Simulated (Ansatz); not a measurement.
Start from `[TeH]B1CS1` and change one atom or group to get `ClB1CS1`.

Ansatz, PBE0-D4/def2-TZVP geometries, multiplicity 1. 

Elements past krypton have def2 core potentials.

```
                                          property  `[TeH]B1CS1`
                 LUMO energy (PBE/def2-TZVPP) / eV         -1.93
size of the dipole moment (ωB97M-V/def2-TZVPP) / D          1.26
           HOMO–LUMO gap (ωB97M-V/def2-TZVPP) / eV          9.67
  size of the dipole moment (B3LYP/def2-TZVPP) / D          1.27
    size of the dipole moment (PBE/def2-TZVPP) / D          1.23
               HOMO energy (B3LYP/def2-TZVPP) / eV         -6.58
```

(1) What does the change do to each property? (Estimate.)

Results:

(1) Ansatz gave: 
```
                                          property  `ClB1CS1`  shift
                 LUMO energy (PBE/def2-TZVPP) / eV      -2.04  -0.11
size of the dipole moment (ωB97M-V/def2-TZVPP) / D       1.10  -0.16
           HOMO–LUMO gap (ωB97M-V/def2-TZVPP) / eV      10.80   1.13
  size of the dipole moment (B3LYP/def2-TZVPP) / D       1.12  -0.15
    size of the dipole moment (PBE/def2-TZVPP) / D       1.06  -0.17
               HOMO energy (B3LYP/def2-TZVPP) / eV      -7.45  -0.87
```

The zero-point energy changes by -15.8 kJ/mol with -3 modes. Dipoles are sizes alone; their direction can turn.

B3LYP here is the variant with VWN-RPA as its local correlation; programs differ in this.

Spin–orbit coupling is left out; it splits and shifts lone-pair levels of the heavy atoms by tenths of an eV.
